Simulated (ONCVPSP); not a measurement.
**How hard is this ruthenium ONCV potential?**

- Element: ruthenium (Ru)
- Generator: ONCVPSP 4.0.1
- Type: optimised norm-conserving Vanderbilt (ONCV)
- Functional: PBE
- Relativity: scalar-relativistic
- Frozen core: [Ar] 3d10 4s2
- Valence charge: 14
- Reference configuration: 4p6 4d7 5s1
- Partial waves: 5s: rc 2.55 bohr, ncon 4, nbas 8, qcut 2.4 1/bohr, 1 projector; 4p: rc 1.40 bohr, ncon 3, nbas 8, qcut 10.7 1/bohr, 2 projectors, debl 2 Ha; 4d: rc 1.85 bohr, ncon 4, nbas 9, qcut 10 1/bohr, 2 projectors, debl 2.5 Ha
- Local potential: polynomial inside 0.90 bohr (lpopt 4, dvloc0 0 Ha)
- Core correction: Teter function, fcfact 5, rcfact 1.65

For each optimised wave give the share of its norm inside rc, the residual kinetic energy above qcut (Ha) and the cutoffs (Ha) for errors of 10, 1, 0.1 and 0.01 mHa per electron.

```json
{"wave": "5s", "norm inside rc": "0.279", "residual KE": "1.5e-03", "10 mHa": "1.8", "1 mHa": "3.2", "0.1 mHa": "18.3", "0.01 mHa": "25.5"}
{"wave": "4p", "norm inside rc": "0.777", "residual KE": "9.0e-08", "10 mHa": "24.9", "1 mHa": "34.9", "0.1 mHa": "42.2", "0.01 mHa": "47.7"}
{"wave": "p projector 2", "norm inside rc": "0.067", "residual KE": "3.2e-08", "10 mHa": "10.8", "1 mHa": "30.2", "0.1 mHa": "39.2", "0.01 mHa": "45.7"}
{"wave": "4d", "norm inside rc": "0.666", "residual KE": "2.5e-09", "10 mHa": "19.1", "1 mHa": "25.6", "0.1 mHa": "31.4", "0.01 mHa": "36.4"}
{"wave": "d projector 2", "norm inside rc": "0.127", "residual KE": "2.8e-09", "10 mHa": "19.7", "1 mHa": "26.6", "0.1 mHa": "32.7", "0.01 mHa": "37.7"}
```

The occupied waves need 35 Ha and 42 Ha for 1 and 0.1 mHa. Note: ghosts flagged at negative energy: s at -227.6 eV; no localised positive-energy state flagged. A true bound ghost makes a file unfit for plane-wave use. 2 of 4 tests not solved or not reliable.
